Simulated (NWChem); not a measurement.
System: C$_{2}$H$_{5}$NOSi; SMILES N(=C=O)[SiH2]C

```xyz
10

Si    -0.6355     1.0691     0.0011
C      0.8916     2.1616     0.0010
N     -0.1629    -0.6017     0.0001
C      0.1404    -1.7711    -0.0006
O      0.4428    -2.9153    -0.0013
H     -1.4738     1.3133    -1.2224
H     -1.4727     1.3121     1.2256
H      0.5968     3.2311     0.0016
H      1.5116     1.9726    -0.8981
H      1.5122     1.9718     0.8995
```
Atoms are numbered in this order, from 1.

All runs: NWChem. Pople sets run with spherical d functions. Structure relaxed at the PBE-D3(BJ)/def2-SVP level. Atomic charges in e: unrestrained fits to the electrostatic potential beside Mulliken populations; buried atoms are poorly determined by the fit.

For level Hartree-Fock/6-31G*:

```yaml
ESP Si1: 0.83
Mulliken Si1: 0.96
Mulliken C2: -0.80
ESP N3: -0.64
Mulliken N3: -0.72
ESP C4: 0.77
Mulliken C4: 0.80
Mulliken O5: -0.52
```

Task: How do the values read with level B3LYP/def2-SVP instead?

Result: 
| Item | Result |
|---|---|
| ESP Si1 | 0.66 |
| Mulliken Si1 | 0.59 |
| Mulliken C2 | -0.27 |
| ESP N3 | -0.50 |
| Mulliken N3 | -0.22 |
| ESP C4 | 0.61 |
| Mulliken C4 | 0.07 |
| Mulliken O5 | -0.15 |
